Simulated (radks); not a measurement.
The numbers below are computed, except where a source is named.
Question: The thallium ion Tl3+, [Xe] 4f14 5d10. Level of theory: non-relativistic Kohn-Sham, exchange-only LDA, spin-polarised, spherical densities, point nucleus (a radial shooting solver on a logarithmic mesh with Libxc functionals). Every spin shell is full or empty, so the densities are truly spherical. Functionals are evaluated on that one density, not self-consistently. Rank these exchange functionals by their error against the exact value of the orbitals, and give that value: LDA, PBE, PBEsol, RPBE, PW91, PW86, OPTX, APBE, TPSS, r2SCAN.

Answer: Exact: -351.314 hartree. From best to worst, with 100 (|E| - |E exact|)/|E exact| (equal figures are ties): PW91 +0.03, r2SCAN -0.18, APBE +0.23, RPBE -0.23, PBE -0.35, PW86 -0.41, TPSS -0.44, PBEsol -1.80, OPTX +1.91, LDA -3.79.
